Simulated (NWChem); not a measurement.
GaN₃H₆; SMILES [NH2][Ga]([NH2])[NH2]

```xyz
10

Ga    -0.0009     0.0000    -0.0044
N     -0.8884     1.5901     0.0447
H     -1.8723     1.6533    -0.1855
H     -0.4176     2.4588    -0.1765
N      1.8222    -0.0237    -0.0315
H      2.3302    -0.8607     0.2277
H      2.3516     0.7999     0.2277
N     -0.9292    -1.5666     0.0447
H     -0.4810    -2.4472    -0.1765
H     -1.9145    -1.6043    -0.1854
```
Atoms are numbered in this order, from 1.

Program: NWChem. The geometry was optimised at PBE0/def2-SVP. Level B3LYP/def2-SVP: energy and gradient on several grids; changes count from the extra-fine grid, which is no exact limit either.

**Question.** Which is the coarsest grid (xcoarse; fine; medium; coarse; xfine) from which on the energy stays within 500 μHa and each gradient component within 500 μHa/bohr of xfine?

**Answer.** coarse.
```json
[
 {"grid": "xcoarse", "size of the energy change (μHa)": "4000", "largest change of a gradient component (μHa/bohr)": "4000"},
 {"grid": "coarse", "size of the energy change (μHa)": "100", "largest change of a gradient component (μHa/bohr)": "70"},
 {"grid": "medium", "size of the energy change (μHa)": "< 10", "largest change of a gradient component (μHa/bohr)": "< 30"},
 {"grid": "fine", "size of the energy change (μHa)": "< 10", "largest change of a gradient component (μHa/bohr)": "< 30"},
 {"grid": "xfine", "size of the energy change (μHa)": "< 10", "largest change of a gradient component (μHa/bohr)": "< 30"}
]
```
